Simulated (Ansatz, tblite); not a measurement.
Removing an electron: GaCl2(NH2) (GaNCl₂H₂). The state is a singlet with charge 0. Geometry: PBE0-D4/def2-SVP. Ansatz, gas phase; energy differences of separate SCF runs; the oxidised species was run as a doublet alone.

```xyz
6

Ga   -0.140    0.555   -0.433
Cl   -0.713    0.228   -2.462
Cl    0.010    2.557    0.288
N     0.216   -0.827    0.643
H     0.480   -0.721    1.614
H     0.147   -1.792    0.350
```

The xTB rows come from tblite. HOMO above LUMO, or a gap near zero within one spin, warns that the state may not be the lowest or that an electron is smeared out.

Task: Estimate orbital energies and vertical ionisation energies at: GFN1-xTB; GFN2-xTB; PBE-D4/def2-TZVP; r2SCAN-D4/def2-TZVP; PBE0-D4/def2-TZVP.

Result: 
| level | −HOMO (eV) | vertical IE (eV) | −LUMO (eV) | HOMO–LUMO gap (eV) | remarks |
| --- | --- | --- | --- | --- | --- |
| GFN1-xTB | 11.14 | 14.54 | 6.15 | 4.99 | – |
| GFN2-xTB | 11.43 | 14.72 | 7.82 | 3.60 | – |
| PBE-D4/def2-TZVP | 6.66 | 9.95 | 2.02 | 4.64 | gap within one spin near zero (+1 doublet) |
| r2SCAN-D4/def2-TZVP | 6.98 | 10.06 | 1.71 | 5.27 | – |
| PBE0-D4/def2-TZVP | 8.07 | 10.23 | 1.07 | 7.00 | – |

Relaxing the oxidised species (PBE0-D4/def2-SVP) changes its energy by -0.52 eV at PBE0-D4/def2-TZVP, so the adiabatic ionisation energy to this nearest minimum is 9.72 eV. At PBE-D4/def2-TZVP it is 9.70 eV.    Raw xTB energy differences between charge states are shifted by several eV; the methods need an empirical correction for them.
